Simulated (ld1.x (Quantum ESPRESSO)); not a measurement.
## thulium (Tm), PAW: configuration errors across variants

| Property | Result |
| --- | --- |
| Element | thulium |
| Generator | ld1.x (Quantum ESPRESSO) 7.5 |
| Type | PAW |
| Functional | PBEsol |
| Relativity | scalar-relativistic |
| Frozen core | [Kr] 4d10 4f12 |
| Valence charge | 11 |
| Reference configuration | 5s2 5p6 5d2 6s1 6p0 |
| Partial waves | 5s (bound): rcut 1.85, rcutus 1.95 bohr; 6s (bound): rcut 1.85, rcutus 1.95 bohr; 5p (bound): rcut 2.00, rcutus 2.50 bohr; 6p (bound, empty): rcut 2.00, rcutus 2.50 bohr; 5d (bound): rcut 2.25, rcutus 3.00 bohr; 5d channel at 1.75 Ry: rcut 2.25, rcutus 3.00 bohr |
| Local potential | all-electron potential smoothed inside 1.60 bohr (lloc = -2) |
| Core correction | Bessel-smoothed model core inside 1.10 bohr |
| Augmentation charge | PSQ, inside the norm-conserving radii |

All-electron excitation energies from the reference (eV): (1) 5s2 5p6 5d1 6s2 6p0 -2.642; (2) 5s2 5p6 5d1 6s1 6p0 4.531; (3) 5s2 5p6 5d1 6s0 6p0 17.407; (4) 5s2 5p6 5d0 6s2 6p0 2.894; (5) 5s2 5p6 5d0 6s2 6p1 -1.394.

On the changes marked as counting shells twice: ld1.x takes every shell without a wave as core, so the model core holds the marked electrons as well and exchange and correlation see them twice. This cancels in the reference configuration, but the file is broken for other ones, and its errors say nothing about a proper core correction.

The overlap operator is not positive definite (basis up to 400 Ry) in “base”, “core correction Bessel-smoothed model core inside 0.80 bohr”, “local potential all-electron potential smoothed inside 2.30 bohr (lloc = -1)”, “augmentation BESSEL, radius 1.45 bohr”, “local potential all-electron potential smoothed inside 1.38 bohr (lloc = -2)”. Such files are unfit for use, however small their errors in these radial tests.

Tests that are not counted but printed errors over 1 eV. “base”: 5s2 5p5 5d1 6s2 6p0 (solver errors, printed error -660 eV); 5s1 5p6 5d1 6s2 6p0 (solver errors, printed error -668 eV). “core correction Bessel-smoothed model core inside 0.80 bohr”: 5s2 5p5 5d1 6s2 6p0 (solver errors, printed error -660 eV); 5s1 5p6 5d1 6s2 6p0 (solver errors, printed error -668 eV). “augmentation BESSEL, radius 1.45 bohr”: 5s2 5p5 5d1 6s2 6p0 (solver errors, printed error -660 eV); 5s1 5p6 5d1 6s2 6p0 (solver errors, printed error -668 eV).

1 further variants failed, have other tests or too few solved ones, and are left out.

The file “type RRKJ; waves now 5s (bound): rc 1.95 bohr; 5p (bound): rc 2.50 bohr; 5d (bound): rc 3.00 bohr; local potential all-electron potential smoothed inside 1.95 bohr (lloc = -2) (6s counted twice)” misses its own reference levels by 1.0 eV.

Errors AE − PS in meV (a dash: test not solved or not reliable):

| change | (1) | (2) | (3) | (4) | (5) | bound ghosts |
| --- | --- | --- | --- | --- | --- | --- |
| base | +1.3 | -9.7 | -43 | -30 | -25 | not determined (overlap not positive) |
| type RRKJ; waves now 5s (bound): rc 1.95 bohr; 5p (bound): rc 2.50 bohr; 5d (bound): rc 3.00 bohr; local potential all-electron potential smoothed inside 1.95 bohr (lloc = -2) (6s counted twice) | +1016 | -81 | -2221 | +1398 | +1277 | none |
| core correction Bessel-smoothed model core inside 0.80 bohr | +1.4 | -9.7 | -43 | -29 | -25 | not determined (overlap not positive) |
| local potential all-electron potential smoothed inside 2.30 bohr (lloc = -1) | +13 | -2.4 | -38 | – | – | not determined (overlap not positive) |
| augmentation BESSEL, radius 1.45 bohr | -1.6 | -10 | -42 | -43 | -19 | not determined (overlap not positive) |
| local potential all-electron potential smoothed inside 1.38 bohr (lloc = -2) | +2.0 | -9.3 | -42 | -27 | -23 | not determined (overlap not positive) |

Problem. Give the same row for: waves 5p (bound): rcut 2.00, rcutus 3.76 bohr; 6p (bound): rcut 2.00, rcutus 3.76 bohr.

Solution. -2.3, -12, -47, -56, –; bound ghosts: none.
